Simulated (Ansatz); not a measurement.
C$_{6}$H$_{15}$Al, charge -1, doublet, at a GFN2-xTB geometry (such geometries of metal compounds can be far from the true shape) (a state made from the parent by changing its charge; the spin is typed, not shown lowest) (a gas-phase anion, which may not be bound at this level). Base run: CCSD(T)/6-31G run with Ansatz (an electronic-structure program).

Ansatz was given this input:
Ansatz 0.2 input:
```yaml
crystal:
  periodic: [false, false, false]
  atoms:
    - {symbol: Al, position_ang: [-0.08174234, -0.60370760, 0.00345435]}
    - {symbol: C, position_ang: [1.33013377, 0.80642034, -0.66157782]}
    - {symbol: C, position_ang: [1.57426829, 0.81951892, -2.17252085]}
    - {symbol: H, position_ang: [2.30189286, 0.61387388, -0.17377329]}
    - {symbol: H, position_ang: [1.06691520, 1.83406563, -0.35613498]}
    - {symbol: H, position_ang: [0.65304022, 1.05521127, -2.70548472]}
    - {symbol: H, position_ang: [1.90648882, -0.16241858, -2.51458247]}
    - {symbol: H, position_ang: [2.33366651, 1.55266530, -2.47820761]}
    - {symbol: C, position_ang: [-1.96087999, 0.31113359, -0.19208589]}
    - {symbol: C, position_ang: [-2.41965549, 0.58897488, -1.62454345]}
    - {symbol: H, position_ang: [-2.02584062, 1.25964818, 0.36867890]}
    - {symbol: H, position_ang: [-2.72036614, -0.33801651, 0.27967566]}
    - {symbol: H, position_ang: [-2.40967369, -0.32876494, -2.21560011]}
    - {symbol: H, position_ang: [-1.74480300, 1.29620293, -2.10624305]}
    - {symbol: H, position_ang: [-3.43453463, 1.00757754, -1.67780095]}
    - {symbol: C, position_ang: [0.13823799, -0.54359828, 2.08642075]}
    - {symbol: C, position_ang: [1.41933119, -1.19420053, 2.61040766]}
    - {symbol: H, position_ang: [-0.71527471, -1.05904239, 2.56148982]}
    - {symbol: H, position_ang: [0.09742017, 0.48319183, 2.48869044]}
    - {symbol: H, position_ang: [2.29359146, -0.68670051, 2.20280059]}
    - {symbol: H, position_ang: [1.47263747, -2.23899983, 2.29882001]}
    - {symbol: H, position_ang: [1.49887604, -1.16978880, 3.70616267]}
basis:
  gaussian:
    orbitals: 6-31G
total_charge: -1
magnetization: {spin_polarized: true, initial_magnetization: 1}
correlation: {method: ccsd_t}
```

Variants of this job, named by their change:

```csv
change,ΔE vs base (mEh),MP2 correlation (Eh),CC correlation without the perturbative part (Eh),basis functions,core-seconds (rough),outcome
base,0.000,-0.59126,-0.67887,97,70,converged
reference functional = pbe0,3.625,-,-0.69034,97,100,converged
method = bccd_t,-0.005,-0.59126,-0.67812,97,100,converged
lower_state_search = off,0.000,-0.59126,-0.67887,97,90,converged
method = ccsd,16.126,-0.59126,-0.67887,97,50,converged
electrons = outside_noble_gas,0.000,-0.59126,-0.67887,97,100,converged
accuracy = high,-,-,-,-,-,cut at the time limit
electrons = all,-,-,-,-,-,cut at the time limit
"fitting = cc-pVTZ-JKFIT (mean field), cc-pVTZ-RIFIT (correlation)",0.030,-0.59124,-0.67886,97,90,converged
```

A gas-phase anion may not be bound at this level; its values then depend on the basis.
